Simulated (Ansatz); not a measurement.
# Nudged elastic band run: BClHInO

Input file:

```yaml
crystal:
  periodic: [false, false, false]
  atoms:
    - { symbol: Cl, position_ang: [0.387622, -0.740221, 1.774854] }
    - { symbol: In, position_ang: [-1.550701, -1.696372, 0.426184] }
    - { symbol: B, position_ang: [0.410648, 0.764047, -0.698618] }
    - { symbol: O, position_ang: [-0.530257, 0.179623, -1.153123] }
    - { symbol: H, position_ang: [1.332588, 1.419223, -0.390797] }
basis:
  gaussian: { orbitals: def2-SVP }
hamiltonian:
  xc: hf
neb:
  order_check: false
  images: 7
  f_tol: 0.05
  max_iterations: 60
  final_atoms:
    - { symbol: Cl, position_ang: [0.45185921, -0.63324202, 1.69345807] }
    - { symbol: In, position_ang: [-1.5530034, -1.85722935, 0.6915601] }
    - { symbol: B, position_ang: [-0.42262854, 0.31172531, -1.20356754] }
    - { symbol: O, position_ang: [0.56435807, 1.10412587, -1.03609087] }
    - { symbol: H, position_ang: [1.00931466, 1.00092019, -0.18685977] }
  initial_path:
    images:
      - { positions_ang: [[0.387622, -0.740221, 1.774854], [-1.550701, -1.696372, 0.426184], [0.410648, 0.764047, -0.698618], [-0.530257, 0.179623, -1.153123], [1.332588, 1.419223, -0.390797]] }
      - { positions_ang: [[0.18080946, -0.91559145, 1.699433], [-1.25289499, -1.43422726, 0.49454502], [0.30268268, 0.84061132, -0.54511657], [-0.39444471, 0.13568578, -1.14908199], [1.21374757, 1.2998216, -0.54127946]] }
      - { positions_ang: [[-0.02600309, -1.09096189, 1.62401201], [-0.95508899, -1.17208252, 0.56290604], [0.19471736, 0.91717565, -0.39161515], [-0.25863242, 0.09174856, -1.14504098], [1.09490714, 1.18042021, -0.69176193]] }
      - { positions_ang: [[-0.23281563, -1.26633234, 1.54859101], [-0.65728298, -0.90993778, 0.63126707], [0.08675204, 0.99373997, -0.23811372], [-0.12282014, 0.04781134, -1.14099996], [0.97606672, 1.06101881, -0.84224439]] }
      - { positions_ang: [[-0.43962818, -1.44170278, 1.47317002], [-0.35947698, -0.64779304, 0.69962809], [-0.02121328, 1.07030429, -0.08461229], [0.01299215, 0.00387412, -1.13695895], [0.85722629, 0.94161741, -0.99272686]] }
      - { positions_ang: [[-0.21675633, -1.23958759, 1.52824203], [-0.65785858, -0.95015212, 0.69761109], [-0.1215671, 0.88065955, -0.36435111], [0.15083363, 0.27893706, -1.11174193], [0.89524838, 0.95644311, -0.79126009]] }
      - { positions_ang: [[0.00611551, -1.0374724, 1.58331404], [-0.95624019, -1.25251119, 0.6955941], [-0.22192091, 0.6910148, -0.64408992], [0.28867511, 0.55399999, -1.08652491], [0.93327048, 0.9712688, -0.58979331]] }
      - { positions_ang: [[0.22898736, -0.83535721, 1.63838606], [-1.25462179, -1.55487027, 0.6935771], [-0.32227473, 0.50137006, -0.92382873], [0.42651659, 0.82906293, -1.06130789], [0.97129257, 0.98609449, -0.38832654]] }
      - { positions_ang: [[0.45185921, -0.63324202, 1.69345807], [-1.5530034, -1.85722935, 0.6915601], [-0.42262854, 0.31172531, -1.20356754], [0.56435807, 1.10412587, -1.03609087], [1.00931466, 1.00092019, -0.18685977]] }
```

Launched with:

```bash
$ ansatz run input.yaml --threads 1 --pin off --max-ram 2048MiB --backend cpu --events-out ev --progress --plain --runs-dir out
```

Output, in part (warnings, iteration lines):

```
NEB end point (image 0): max|allowed force component| = 2.714e-3 eV/Å (the criterion of neb.relax_end_points is 1.000e-2)
WARN: NEB end point (image 8): max|allowed force component| = 2.341e-1 eV/Å (the criterion of neb.relax_end_points is 1.000e-2). That is over neb.f_tol: it is no minimum, so the barrier can be far off. Relax it first
NEB iter   1: max|band force component| = 6.004e2 eV/Å  barrier→ = 180.6276 eV  barrier← = 178.8161 eV  Δτ_max = 0.1993 Å  (562 SCF iters)
NEB iter   2: max|band force component| = 3.570e2 eV/Å  barrier→ = 114.1728 eV  barrier← = 112.3614 eV  Δτ_max = 0.1983 Å  (350 SCF iters)
NEB iter   3: max|band force component| = 1.593e2 eV/Å  barrier→ = 59.7565 eV  barrier← = 57.9451 eV  Δτ_max = 0.1984 Å  (320 SCF iters)
NEB iter   4: max|band force component| = 6.948e1 eV/Å  barrier→ = 31.5413 eV  barrier← = 29.7299 eV  Δτ_max = 0.1998 Å  (304 SCF iters)
NEB iter   5: max|band force component| = 3.552e1 eV/Å  barrier→ = 17.4609 eV  barrier← = 15.6495 eV  Δτ_max = 0.1982 Å  (302 SCF iters)
NEB iter   6: max|band force component| = 2.070e1 eV/Å  barrier→ = 10.7241 eV  barrier← = 8.9126 eV  Δτ_max = 0.2000 Å  (305 SCF iters)
NEB iter   7: max|band force component| = 1.066e1 eV/Å  barrier→ = 6.9565 eV  barrier← = 5.1450 eV  Δτ_max = 0.2000 Å  (300 SCF iters)
NEB iter   8: max|band force component| = 6.382e0 eV/Å  barrier→ = 6.0557 eV  barrier← = 4.2443 eV  Δτ_max = 0.2000 Å  (286 SCF iters)
NEB iter   9: max|band force component| = 8.622e0 eV/Å  barrier→ = 5.1885 eV  barrier← = 3.3771 eV  Δτ_max = 0.0997 Å  (279 SCF iters)
NEB iter  10: max|band force component| = 3.115e0 eV/Å  barrier→ = 4.7197 eV  barrier← = 2.9082 eV  Δτ_max = 0.2000 Å  (267 SCF iters)
NEB iter  11: max|band force component| = 3.081e0 eV/Å  barrier→ = 4.2530 eV  barrier← = 2.4416 eV  Δτ_max = 0.1016 Å  (262 SCF iters)
NEB iter  12: max|band force component| = 2.483e0 eV/Å  barrier→ = 4.1424 eV  barrier← = 2.3310 eV  Δτ_max = 0.1002 Å  (264 SCF iters)
NEB iter  13: max|band force component| = 1.822e0 eV/Å  barrier→ = 4.1164 eV  barrier← = 2.3049 eV  Δτ_max = 0.1968 Å  (262 SCF iters)
NEB iter  14: max|band force component| = 1.753e0 eV/Å  barrier→ = 4.1542 eV  barrier← = 2.3428 eV  Δτ_max = 0.1992 Å  (262 SCF iters)
NEB iter  15: max|band force component| = 1.668e0 eV/Å  barrier→ = 3.6641 eV  barrier← = 1.8526 eV  Δτ_max = 0.1016 Å  (263 SCF iters)
NEB iter  16: max|band force component| = 1.494e0 eV/Å  barrier→ = 3.6397 eV  barrier← = 1.8283 eV  Δτ_max = 0.2000 Å  (263 SCF iters)
NEB iter  17: max|band force component| = 1.220e0 eV/Å  barrier→ = 3.5359 eV  barrier← = 1.7244 eV  Δτ_max = 0.2000 Å  (266 SCF iters)
NEB iter  18: max|band force component| = 2.876e0 eV/Å  barrier→ = 3.0809 eV  barrier← = 1.2695 eV  Δτ_max = 0.0998 Å  (260 SCF iters)
NEB iter  19: max|band force component| = 9.762e-1 eV/Å  barrier→ = 2.8159 eV  barrier← = 1.0045 eV  Δτ_max = 0.1979 Å  (258 SCF iters)
NEB iter  20: max|band force component| = 1.628e0 eV/Å  barrier→ = 2.5682 eV  barrier← = 0.7568 eV  Δτ_max = 0.1000 Å  (263 SCF iters)
NEB iter  21: max|band force component| = 6.212e-1 eV/Å  barrier→ = 2.4101 eV  barrier← = 0.5987 eV  Δτ_max = 0.1991 Å  (263 SCF iters)
NEB iter  22: max|band force component| = 1.005e0 eV/Å  barrier→ = 2.3618 eV  barrier← = 0.5504 eV  Δτ_max = 0.1003 Å  (264 SCF iters)
NEB iter  23: max|band force component| = 2.215e0 eV/Å  barrier→ = 2.2821 eV  barrier← = 0.4706 eV  Δτ_max = 0.0501 Å  (260 SCF iters)
NEB iter  24: max|band force component| = 1.054e0 eV/Å  barrier→ = 2.2617 eV  barrier← = 0.4502 eV  Δτ_max = 0.1004 Å  (262 SCF iters)
NEB iter  25: max|band force component| = 4.644e-1 eV/Å  barrier→ = 2.2402 eV  barrier← = 0.4288 eV  CI = image 5  Δτ_max = 0.1961 Å  (258 SCF iters)
NEB iter  26: max|band force component| = 4.690e-1 eV/Å  barrier→ = 2.2393 eV  barrier← = 0.4279 eV  CI = image 5  Δτ_max = 0.1969 Å  (261 SCF iters)
NEB iter  27: max|band force component| = 5.863e-1 eV/Å  barrier→ = 2.2502 eV  barrier← = 0.4387 eV  CI = image 5  Δτ_max = 0.0997 Å  (274 SCF iters)
NEB iter  28: max|band force component| = 6.776e-1 eV/Å  barrier→ = 2.2618 eV  barrier← = 0.4503 eV  CI = image 5  Δτ_max = 0.0500 Å  (262 SCF iters)
NEB iter  29: max|band force component| = 6.890e-1 eV/Å  barrier→ = 2.2640 eV  barrier← = 0.4525 eV  CI = image 5  Δτ_max = 0.1002 Å  (266 SCF iters)
NEB iter  30: max|band force component| = 9.557e-1 eV/Å  barrier→ = 2.2707 eV  barrier← = 0.4593 eV  CI = image 5  Δτ_max = 0.0501 Å  (263 SCF iters)
NEB iter  31: max|band force component| = 7.327e-1 eV/Å  barrier→ = 2.2712 eV  barrier← = 0.4598 eV  CI = image 5  Δτ_max = 0.1002 Å  (265 SCF iters)
NEB iter  32: max|band force component| = 6.650e-1 eV/Å  barrier→ = 2.2634 eV  barrier← = 0.4519 eV  CI = image 5  Δτ_max = 0.1994 Å  (262 SCF iters)
NEB iter  33: max|band force component| = 4.945e-1 eV/Å  barrier→ = 2.2484 eV  barrier← = 0.4369 eV  CI = image 5  Δτ_max = 0.1982 Å  (260 SCF iters)
NEB iter  34: max|band force component| = 8.242e-1 eV/Å  barrier→ = 2.2615 eV  barrier← = 0.4501 eV  CI = image 5  Δτ_max = 0.0994 Å  (263 SCF iters)
NEB iter  35: max|band force component| = 4.734e0 eV/Å  barrier→ = 2.3119 eV  barrier← = 0.5005 eV  CI = image 4  Δτ_max = 0.0501 Å  (263 SCF iters)
NEB iter  36: max|band force component| = 4.384e0 eV/Å  barrier→ = 2.3993 eV  barrier← = 0.5879 eV  CI = image 4  Δτ_max = 0.1000 Å  (264 SCF iters)
NEB iter  37: max|band force component| = 3.495e0 eV/Å  barrier→ = 2.7028 eV  barrier← = 0.8913 eV  CI = image 4  Δτ_max = 0.1953 Å  (263 SCF iters)
NEB iter  38: max|band force component| = 4.096e0 eV/Å  barrier→ = 3.1647 eV  barrier← = 1.3532 eV  CI = image 4  Δτ_max = 0.1950 Å  (264 SCF iters)
NEB iter  39: max|band force component| = 3.666e0 eV/Å  barrier→ = 3.3709 eV  barrier← = 1.5595 eV  CI = image 4  Δτ_max = 0.1952 Å  (265 SCF iters)
NEB iter  40: max|band force component| = 3.489e0 eV/Å  barrier→ = 3.4887 eV  barrier← = 1.6773 eV  CI = image 4  Δτ_max = 0.2000 Å  (269 SCF iters)
NEB iter  41: max|band force component| = 3.895e0 eV/Å  barrier→ = 3.6433 eV  barrier← = 1.8318 eV  CI = image 4  Δτ_max = 0.1003 Å  (263 SCF iters)
NEB iter  42: max|band force component| = 2.958e0 eV/Å  barrier→ = 3.7135 eV  barrier← = 1.9020 eV  CI = image 4  Δτ_max = 0.2000 Å  (265 SCF iters)
NEB iter  43: max|band force component| = 2.142e0 eV/Å  barrier→ = 4.0277 eV  barrier← = 2.2162 eV  CI = image 4  Δτ_max = 0.1952 Å  (262 SCF iters)
NEB iter  44: max|band force component| = 2.300e0 eV/Å  barrier→ = 4.3551 eV  barrier← = 2.5437 eV  CI = image 4  Δτ_max = 0.1053 Å  (264 SCF iters)
NEB iter  45: max|band force component| = 1.557e0 eV/Å  barrier→ = 4.3859 eV  barrier← = 2.5744 eV  CI = image 4  Δτ_max = 0.2000 Å  (266 SCF iters)
NEB iter  46: max|band force component| = 1.273e0 eV/Å  barrier→ = 4.2697 eV  barrier← = 2.4583 eV  CI = image 4  Δτ_max = 0.1661 Å  (270 SCF iters)
NEB iter  47: max|band force component| = 3.379e0 eV/Å  barrier→ = 4.2511 eV  barrier← = 2.4396 eV  CI = image 4  Δτ_max = 0.0842 Å  (262 SCF iters)
NEB iter  48: max|band force component| = 8.808e-1 eV/Å  barrier→ = 4.2473 eV  barrier← = 2.4359 eV  CI = image 4  Δτ_max = 0.1656 Å  (264 SCF iters)
NEB iter  49: max|band force component| = 2.408e-1 eV/Å  barrier→ = 4.2430 eV  barrier← = 2.4316 eV  CI = image 4  Δτ_max = 0.1900 Å  (260 SCF iters)
NEB iter  50: max|band force component| = 1.767e0 eV/Å  barrier→ = 4.2387 eV  barrier← = 2.4272 eV  CI = image 4  Δτ_max = 0.1002 Å  (267 SCF iters)
NEB iter  51: max|band force component| = 5.852e-1 eV/Å  barrier→ = 4.2334 eV  barrier← = 2.4220 eV  CI = image 4  Δτ_max = 0.1037 Å  (262 SCF iters)
NEB iter  52: max|band force component| = 8.055e-2 eV/Å  barrier→ = 4.2291 eV  barrier← = 2.4177 eV  CI = image 4  Δτ_max = 0.2000 Å  (264 SCF iters)
NEB iter  53: max|band force component| = 1.301e-1 eV/Å  barrier→ = 4.2222 eV  barrier← = 2.4108 eV  CI = image 4  Δτ_max = 0.1002 Å  (263 SCF iters)
NEB iter  54: max|band force component| = 6.306e-1 eV/Å  barrier→ = 4.2190 eV  barrier← = 2.4075 eV  CI = image 4  Δτ_max = 0.0500 Å  (263 SCF iters)
NEB iter  55: max|band force component| = 1.173e-1 eV/Å  barrier→ = 4.2173 eV  barrier← = 2.4058 eV  CI = image 4  Δτ_max = 0.0998 Å  (266 SCF iters)
NEB iter  56: max|band force component| = 1.182e-1 eV/Å  barrier→ = 4.2147 eV  barrier← = 2.4033 eV  CI = image 4  Δτ_max = 0.0515 Å  (267 SCF iters)
NEB iter  57: max|band force component| = 2.989e-1 eV/Å  barrier→ = 4.2132 eV  barrier← = 2.4018 eV  CI = image 4  Δτ_max = 0.0250 Å  (267 SCF iters)
NEB iter  58: max|band force component| = 1.070e-1 eV/Å  barrier→ = 4.2125 eV  barrier← = 2.4011 eV  CI = image 4  Δτ_max = 0.0501 Å  (256 SCF iters)
NEB iter  59: max|band force component| = 1.125e-1 eV/Å  barrier→ = 4.2111 eV  barrier← = 2.3996 eV  CI = image 4  Δτ_max = 0.1003 Å  (266 SCF iters)
NEB iter  60: max|band force component| = 7.733e-2 eV/Å  barrier→ = 4.2089 eV  barrier← = 2.3975 eV  CI = image 4  Δτ_max = 0.0803 Å  (265 SCF iters)
Error: NEB band did not converge after 60 iterations: max|band force component| = 7.73e-2 eV/Å (threshold 5.0e-2); raise `neb.max_iterations` in a new run, which can start from the last band evaluated (`neb.initial_path`, with `crystal.atoms` and `neb.final_atoms` set to its first and last images), …
```

It did not converge within its limit. The band didn't meet its force threshold, so its energies are provisional: the largest band force was still 0.08 eV/Å, and over the last iterations the top stayed at 4.21 eV. The end points aren't both relaxed to the band's threshold either. The orbitals stay closed-shell, which can raise the energy where a bond breaks towards radicals; this wasn't checked here.

Final band (atoms are numbered from 1 in the order of the input):

```
image  path coordinate (Å)  energy (kcal/mol)  B3–H5 (Å)  O4–H5 (Å)
    0                 0.00                0.0       1.17       2.36
    1                 0.86                1.7       1.17       2.36
    2                 1.73                3.5       1.17       2.36
    3                 2.59               13.0       1.14       2.25
    4                 3.46               97.1       1.29       1.40
    5                 4.91               50.8       1.95       0.95
    6                 6.36               49.6       1.96       0.95
    7                 7.81               43.4       1.98       0.96
    8                 9.26               41.8       1.89       0.96
```

Time of the run: 18 min on 1 CPU thread of a shared host.
